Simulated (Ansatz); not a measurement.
`[OH][Ge]([Cl])([Cl])[Cl]` + H₂ → `[Cl][GeH]([Cl])[Cl]` + H₂O at 298.15 K and 1 bar (hydrogenolysis of a Ge–O bond).

Isolated molecules relaxed with PBE0-D4/def2-TZVP in Ansatz; ΔE leaves out vibrations. CCSD(T)/CBS is the MP2 limit (def2-TZVPP, def2-QZVPP) plus CCSD(T) − MP2 in def2-TZVPP, frozen cores. This one scheme is used for every species. For Ge outer-core shells are correlated without core-valence functions, which leaves a few kJ/mol of doubt a bond. Scalar relativity is left out up to krypton. One conformer a species, not always the lowest.

```json
{"species": "`[OH][Ge]([Cl])([Cl])[Cl]`", "CCSD(T)/CBS energy (Eh)": "-3531.37835", "H − E (kJ/mol)": "69.4", "S (J/(mol·K))": "371.9"}
{"species": "H₂", "CCSD(T)/CBS energy (Eh)": "-1.17544", "H − E (kJ/mol)": "35.1", "S (J/(mol·K))": "130.4"}
{"species": "`[Cl][GeH]([Cl])[Cl]`", "CCSD(T)/CBS energy (Eh)": "-3456.16971", "H − E (kJ/mol)": "50.0", "S (J/(mol·K))": "329.5"}
{"species": "H₂O", "CCSD(T)/CBS energy (Eh)": "-76.37941", "H − E (kJ/mol)": "66.4", "S (J/(mol·K))": "188.7"}
```

H − E and S are ideal-gas, rigid-rotor, harmonic terms from PBE0-D4/def2-TZVP, for one conformer and one mirror image of each species. The MP2-based limit puts H₂ 0.8 mEh under its directly extrapolated value; such offsets cancel only in part. 1 Eh = 2625.50 kJ/mol, R = 8.31446 J/(mol·K).

Problem. By hand: ΔE, ΔH, ΔS and ΔG.

Solution. ΔE = (-3456.16971) + (-76.37941) − (-3531.37835) − (-1.17544) = 0.00467 Eh = 12.3 kJ/mol. Δ(H − E) = 50.0 + 66.4 − 69.4 − 35.1 = 11.9, so ΔH = 24.2 kJ/mol. ΔS = 329.5 + 188.7 − 371.9 − 130.4 = 15.9 J/(mol·K). ΔG = 24.2 − 298.15 × (15.9)/1000 = 19.5 kJ/mol.

Problem. By hand: the equilibrium constant, and the temperature at which ΔG would vanish if ΔH and ΔS stayed fixed.

Solution. log₁₀ K = −ΔG/(RT ln 10) = -3.4. ΔG = 0 at ΔH/ΔS = 1522 K, though so small a ΔS makes that figure unsure.

ΔH outweighs TΔS. A doubt of 5 kJ/mol in ΔE shifts log₁₀ K by 0.9 here. Other conformers and mirror images would add mixing entropy, several J/(mol·K) or more a flexible species. These are equilibria of isolated gas molecules and say nothing of rates. Largest T1 diagnostic: 0.010 (customary marks: 0.02 for closed shells, 0.045 for open ones).
